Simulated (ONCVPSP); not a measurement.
Building the ONCV potential for carbon (C) (PBE, scalar-relativistic).

Input for ONCVPSP 4.0.1:

```
# ATOM AND REFERENCE CONFIGURATION
# atsym  z   nc   nv     iexc    psfile
  C 6.00    1    2        4      upf
#
#   n    l    f
    1    0    2.00
    2    0    2.00
    2    1    2.00
#
# PSEUDOPOTENTIAL AND OPTIMIZATION
# lmax
    1
#
#   l,   rc,      ep,       ncon, nbas, qcut
    0    1.15    0.00    4    7    6.30
    1    1.75    0.00    4    8    6.20
#
# LOCAL POTENTIAL
# lloc, lpopt,  rc(5),   dvloc0
    0    5    1.15    0.00
#
# VANDERBILT-KLEINMAN-BYLANDER PROJECTORs
# l, nproj, debl
    0    0    2.90
    1    2    0.70
#
# MODEL CORE CHARGE
# icmod, fcfact, rcfact
    3    4.00    1.10
#
# LOG DERIVATIVE ANALYSIS
# epsh1, epsh2, depsh
   -2.00    5.00    0.02
#
# OUTPUT GRID
# rlmax, drl
    6.00    0.01
#
# TEST CONFIGURATIONS
# ncnf
    4
# nvcnf
#   n    l    f
    2
    2    0    2.00
    2    1    1.00
#
    2
    2    0    2.00
    2    1    0.00
#
    2
    2    0    1.00
    2    1    0.00
#
    2
    2    0    2.00
    2    1    1.50
#
```

Command:

```bash
oncvpsp.x < C.dat > C.out
```

Output (shortened: citation, most of the input echo, consistency checks and plot data are left out):

```
ONCVPSP  (Optimized Norm-Conservinng Vanderbilt PSeudopotential)
scalar-relativistic version 4.0.1

#   n    l    f        energy (Ha)
    1    0    2.00    -1.0046540E+01
    2    0    2.00    -5.0533470E-01
    2    1    2.00    -1.9423794E-01

Reference configufation results
  iterations    25
  all-electron total energy (Ha)   -3.77648101D+01

Begin loop to  construct optimized pseudo wave functions
and semi-local pseudopoentials for all angular momenta

Calculating optimized projector #   1

 for l=   0

    Fraction of norm inside rc  0.301139
    Optimizing pswf for qcut=   6.30 a_B^-1,  ecut=  19.83 Ha
    Residual kinetic energy error=  6.74D-04 Ha

    Energy error per electron        Cutoff
         Ha          eV             Ha
         0.01000     0.27211       11.85
         0.00100     0.02721       18.74
         0.00010     0.00272       65.29
         0.00001     0.00027       89.23

   Wellstate for l =  1  n =  3
     eigenvalue =   0.5058
     asymptotic potential =   1.0058
     half-point radius =  4.3033

Calculating optimized projector #   1

 for l=   1

    Fraction of norm inside rc  0.572747
    Optimizing pswf for qcut=   6.19 a_B^-1,  ecut=  19.15 Ha
    Residual kinetic energy error=  6.62D-05 Ha

    Energy error per electron        Cutoff
         Ha          eV             Ha
         0.01000     0.27211       11.19
         0.00100     0.02721       15.20
         0.00010     0.00272       18.79
         0.00001     0.00027       57.34

Calculating optimized projector #   2

 for l=   1

    Fraction of norm inside rc  0.186498
    Optimizing pswf for qcut=   6.19 a_B^-1,  ecut=  19.15 Ha
    Residual kinetic energy error=  1.19D-04 Ha

    Energy error per electron        Cutoff
         Ha          eV             Ha
         0.01000     0.27211       11.53
         0.00100     0.02721       15.86
         0.00010     0.00272       19.68
         0.00001     0.00027       39.28

Construct Vanderbilt / Kleinmman-Bylander projectors

B matrix Hermiticity error, ll=   1
   1   2    2.1421E-05

  Orthonormal projector coefficients -4.9857E+00 -8.0860E-01

Model core correction analysis
  based on d2Exc/dn_idn_j

d2excae - all-electron derivatives

   -5.038905D-02   -4.242127D-02
   -4.242534D-02   -3.933224D-02

d2excps - pseudofunction derivatives with no core correction

   -4.983212D-02   -4.466839D-02
   -4.467082D-02   -4.188380D-02

rms 2nd derivative error    2.056235E-03

rmatch, rhocmatch    0.5715    2.4578

Teter function model core charge with specified parameters

d2excps - pseudofunction derivatives with core correction

   -4.982597D-02   -4.491526D-02
   -4.491758D-02   -4.230907D-02

rms 2nd derivative error    2.324321E-03

Pseudoatom total energy   -5.352701

Diagnostic tests using Vanderbilt-Kleinman-Bylander pseudopotentials
  1 or more projectors used as specified by nproj input data

   l    rcore       rmatch      e in        delta e   norm test  slope test

   0   1.1507464   1.1856856  -0.5053347  -0.0000053   0.9999997   0.9998929

   1   1.7596904   1.8131184  -0.1942379  -0.0000013   1.0000190   1.0000269
   1   1.7596904   1.8131184   0.5057621  -0.0000003   1.0000624   1.0000624

 Testing for bound ghosts
   n   l    E NL Schr. Eq   E Basis Diag.   E Cutoff

   2   1       -0.194239       -0.188022     97.45

 Testing for highly-localized positive-energy ghosts
       l    <radius>/rc     E Basis Diag.   E Cutoff

Test configuration 0

   n   l     f        eae           eps        diff
   1   0  2.0000  -10.04653975
   2   0  2.0000   -0.50533470   -0.50534001   -5.31D-06
   2   1  2.0000   -0.19423794   -0.19423920   -1.26D-06

    Total energies and differences
      AE_ref= -3.77648101D+01  AE_tst= -3.77648101D+01  dif=  0.00D+00
      PS_ref= -5.35270126D+00  PS_tst= -5.35270126D+00  dif=  0.00D+00
      PSP excitation error=  0.00D+00

Test configuration 1

   n   l     f        eae           eps        diff
   1   0  2.0000  -10.59828850
   2   0  2.0000   -0.94660504   -0.94554217    1.06D-03
   2   1  1.0000   -0.62491307   -0.62196767    2.95D-03

    Total energies and differences
      AE_ref= -3.77648101D+01  AE_tst= -3.73656641D+01  dif=  3.99D-01
      PS_ref= -5.35270126D+00  PS_tst= -4.95451919D+00  dif=  3.98D-01
      PSP excitation error=  9.64D-04

Test configuration 2

   n   l     f        eae           eps        diff
   1   0  2.0000  -11.33875003
   2   0  2.0000   -1.48389780   -1.47518704    8.71D-03

    Total energies and differences
      AE_ref= -3.77648101D+01  AE_tst= -3.64779494D+01  dif=  1.29D+00
      PS_ref= -5.35270126D+00  PS_tst= -4.07540393D+00  dif=  1.28D+00
      PSP excitation error=  9.56D-03

Test configuration 3

   n   l     f        eae           eps        diff
   1   0  2.0000  -12.19649715
   2   0  1.0000   -2.06185373   -2.04530419    1.65D-02

    Total energies and differences
      AE_ref= -3.77648101D+01  AE_tst= -3.47068548D+01  dif=  3.06D+00
      PS_ref= -5.35270126D+00  PS_tst= -2.31640901D+00  dif=  3.04D+00
      PSP excitation error=  2.17D-02

Test configuration 4

   n   l     f        eae           eps        diff
   1   0  2.0000  -10.29720877
   2   0  2.0000   -0.71206079   -0.71191387    1.47D-04
   2   1  1.5000   -0.39397036   -0.39324278    7.28D-04

    Total energies and differences
      AE_ref= -3.77648101D+01  AE_tst= -3.76191655D+01  dif=  1.46D-01
      PS_ref= -5.35270126D+00  PS_tst= -5.20719155D+00  dif=  1.46D-01
      PSP excitation error=  1.35D-04
```

The run took about 1.7 s on one core of a shared server CPU.
